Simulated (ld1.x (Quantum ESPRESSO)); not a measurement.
# Transferability test, TM potential for Hf (Z = 72)

ld1.x (Quantum ESPRESSO) 7.5 input, shortened:

```
&input
   title='Hf', zed=72., rel=1, dft='PBE', iswitch=3,
   config='[Xe] 4f14 5d2 6s1.75 6p0.25'
 /
 &inputp
   pseudotype=2, tm=.true., lloc=1,
   nlcc=.true.
 /
3
6S  1  0   1.75   0.00  2.05  2.05  0.0
5D  3  2   2.00   0.00  2.15  2.15  0.0
6P  2  1   0.25   0.00  3.50  3.50  0.0
 &test
   configts(1)='5d2 6s1.75 6p0.25'
 /
```

Energies are relative to the spin-unpolarised reference configuration 5d2 6s1.75 6p0.25; without spin polarisation the order of configurations can differ from experiment.

```
valence configuration  charge  ΔE all-electron (eV)  error AE − PS (meV)
          5d2 6s2 6p0       0                -0.934                 +0.1
          5d2 6s1 6p0      +1                 7.042                 -7.2
          5d1 6s2 6p0      +1                 5.564                  -33
      5d2.5 6s1.5 6p0       0                 0.321                  -13
          5d3 6s0 6p0      +1                 9.055                  -51
```

Q: What are ΔE and the potential's error for 5d2 6s1 6p1?

A: ΔE = 2.891 eV all-electron; the error (AE − PS) is -4.3 meV.

Q: What are ΔE and the potential's error for 5d2 6s0 6p0?

A: ΔE = 21.221 eV all-electron; the error (AE − PS) is -55 meV.
